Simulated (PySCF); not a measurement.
## Correlation energy of O²⁺ (oxygen, charge +2)

[He] 2s2 2p1 3s1, high-spin 3P determinant (an excited configuration). Calculation: PySCF 2.14, in aug-cc-pwCVTZ; the non-relativistic Hamiltonian (point nucleus). Frozen: nothing; 6 electrons correlated.

```tsv
level	correlation energy (mhartree)
CCSD	-153.70
(T)	-2.75
CCSD(T)	-156.45
```

Diagnostics: T1 = 0.0072, D1 = 0.0212, largest double amplitude 0.126.

The outer electron is Rydberg-like, and this basis confines it to a smaller radius and binds it less than a complete one would.

Cost of the coupled-cluster step: roughly 5 core-seconds, for 6 correlated electrons.

Iterations:

```
CC2 = 0
CCSD nocc = (np.int64(4), np.int64(2)), nmo = (59, 59)
frozen orbitals [[], []]
max_cycle = 100
direct = 0
conv_tol = 1e-08
conv_tol_normt = 1e-06
diis_space = 8
diis_start_cycle = 0
Init t2, MP2 energy = -0.124694304425108
Init E_corr(UCCSD) = -0.124694304425148
cycle = 1  E_corr(UCCSD) = -0.147751015449197  dE = -0.023056711  norm(t1,t2) = 0.144114
cycle = 2  E_corr(UCCSD) = -0.162401273075829  dE = -0.0146502576  norm(t1,t2) = 0.298945
cycle = 3  E_corr(UCCSD) = -0.145111945426725  dE = 0.0172893276  norm(t1,t2) = 0.635592
cycle = 4  E_corr(UCCSD) = -0.153923199731891  dE = -0.00881125431  norm(t1,t2) = 0.019667
cycle = 5  E_corr(UCCSD) = -0.153374020400371  dE = 0.000549179332  norm(t1,t2) = 0.0174315
cycle = 6  E_corr(UCCSD) = -0.153646043623  dE = -0.000272023223  norm(t1,t2) = 0.00964149
cycle = 7  E_corr(UCCSD) = -0.15376143665987  dE = -0.000115393037  norm(t1,t2) = 0.00154681
cycle = 8  E_corr(UCCSD) = -0.15368294346435  dE = 7.84931955e-05  norm(t1,t2) = 0.002115
cycle = 9  E_corr(UCCSD) = -0.153694808424734  dE = -1.18649604e-05  norm(t1,t2) = 0.00063179
cycle = 10  E_corr(UCCSD) = -0.153696470497088  dE = -1.66207235e-06  norm(t1,t2) = 7.56441e-05
cycle = 11  E_corr(UCCSD) = -0.153697539364185  dE = -1.0688671e-06  norm(t1,t2) = 1.58328e-05
cycle = 12  E_corr(UCCSD) = -0.153697648584292  dE = -1.09220107e-07  norm(t1,t2) = 4.60417e-06
cycle = 13  E_corr(UCCSD) = -0.153697585432355  dE = 6.3151937e-08  norm(t1,t2) = 1.31228e-06
cycle = 14  E_corr(UCCSD) = -0.153697552482987  dE = 3.29493684e-08  norm(t1,t2) = 4.85577e-07
cycle = 15  E_corr(UCCSD) = -0.153697552095008  dE = 3.87978427e-10  norm(t1,t2) = 1.39041e-07
UCCSD converged
E(UCCSD) = -72.03166609565936  E_corr = -0.1536975520950081
UCCSD(T) correction = -0.00274809899274792
```
